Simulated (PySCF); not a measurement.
Radial density of B⁻ (boron, charge -1)

CAM-B3LYP, [He] 2s2 2p2, high-spin 3P determinant. All numbers are calculated (PySCF 2.14, scalar relativity by spin-free X2C-1e, in x2c-TZVPPall with one added diffuse shell each of s, p, d type (6s4p3d1f, 40 functions)).

| r (bohr) | 4πr²ρ (e/bohr) | 4πr²(ρα − ρβ) |
| --- | --- | --- |
| 0.00489 | 0.02094 | 0.0000 |
| 0.00823 | 0.05727 | 0.0000 |
| 0.0138 | 0.1518 | 0.0000 |
| 0.0233 | 0.3896 | -0.0001 |
| 0.0392 | 0.9381 | -0.0001 |
| 0.0659 | 2.036 | 0.0000 |
| 0.111 | 3.701 | 0.0012 |
| 0.186 | 5.034 | 0.0081 |
| 0.313 | 4.273 | 0.0365 |
| 0.527 | 1.818 | 0.1357 |
| 0.887 | 1.017 | 0.3667 |
| 1.49 | 1.544 | 0.5850 |
| 2.51 | 1.051 | 0.4705 |
| 4.22 | 0.3221 | 0.2149 |
| 7.10 | 0.06542 | 0.0611 |
| 11.9 | 0.003401 | 0.0034 |

Densities and radii are taken from the X2C orbitals without a picture-change correction, which distorts them close to the nucleus.

At CAM-B3LYP the highest occupied level has a positive energy, so only the finite basis holds that electron.
